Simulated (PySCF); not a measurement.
**Correlation energy of Ne²⁺ (neon, charge +2)**

[He] 2s2 2p4, high-spin 3P determinant. Computed with PySCF 2.14 in cc-pVDZ-DK (3s2p1d, 14 functions), with the spin-free X2C one-electron Hamiltonian (Gaussian nucleus). Frozen: 1s2; 6 electrons correlated.

MP2 pair energies summed by pair of shells (mhartree):

```csv
pair,energy,share (%)
2p-2p,-43.85,46.7
2s-2p,-42.95,45.8
2s-2s,-7.07,7.5
```

Total MP2 correlation energy: -93.86 mhartree.

Same-spin part -22.34 and opposite-spin part -71.53 mhartree; SCS-MP2 scales them by 1/3 and 6/5 to -93.28 mhartree.

```csv
level,correlation energy (mhartree)
CCSD,-106.25
(T),-0.64
CCSD(T),-106.89
```

Diagnostics: T1 = 0.0029, D1 = 0.0048, largest double amplitude 0.031.

Cost of the coupled-cluster step: 0.14 s of wall time on 1 thread of Neoverse-N1 (shared host), for 6 correlated electrons.
